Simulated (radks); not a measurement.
Task: Valence configurations of Cd I (all share [Kr]). Method: Dirac Kohn-Sham, PBEsol, spin-unpolarised, spherical densities, point nucleus; open shells fill j = l - 1/2 first; computed with a radial shooting solver on a logarithmic mesh with Libxc functionals. Order these by energy: 4d9 5p3; 4d9 5s1 5p2; 4d9.5 5s2 5p0.5; 4d10 5s1.5 5p0.5; 4d10 5s2; 4d10 5s1 5p1; 4d9 5s2 5p1; 4d7 5s2 5p3; 4d10 5p2; 4d8 5p4.

Result: From the lowest, in eV above it: 4d10 5s2 0.000; 4d10 5s1.5 5p0.5 2.252; 4d10 5s1 5p1 4.576; 4d9.5 5s2 5p0.5 5.582; 4d10 5p2 9.413; 4d9 5s2 5p1 12.146; 4d9 5s1 5p2 17.543; 4d9 5p3 23.490; 4d8 5p4 41.519; 4d7 5s2 5p3 48.760. NIST lists [Kr] 4d10 5s2 as the ground configuration; this level of theory agrees among the configurations tried. The energies are those of spherical spin-averaged densities, not of single terms.
